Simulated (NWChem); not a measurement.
System: BHOIF; SMILES OB(F)I

```xyz
5

B      0.0240    -1.3204     0.0000
F     -1.1233    -1.9835     0.0000
I     -0.0135     0.8119     0.0000
O      1.2002    -1.9575     0.0000
H      1.1039    -2.9190     0.0000
```
Atoms are numbered in this order, from 1.

Program: NWChem. The geometry was optimised at PBE0/def2-SVP. No frequency run checked for a minimum. def2 effective core potentials on I; no spin-orbit coupling. Ions are spin-unrestricted doublets at the neutral geometry; other ion states weren't tried.

Question: What does the run give for CAM-B3LYP/def2-SVP? Quantities: vertical ionisation energy, ΔSCF (eV); −ε(HOMO) (eV).

Answer: 
- vertical ionisation energy, ΔSCF (eV) = 10.14
- −ε(HOMO) (eV) = 8.80
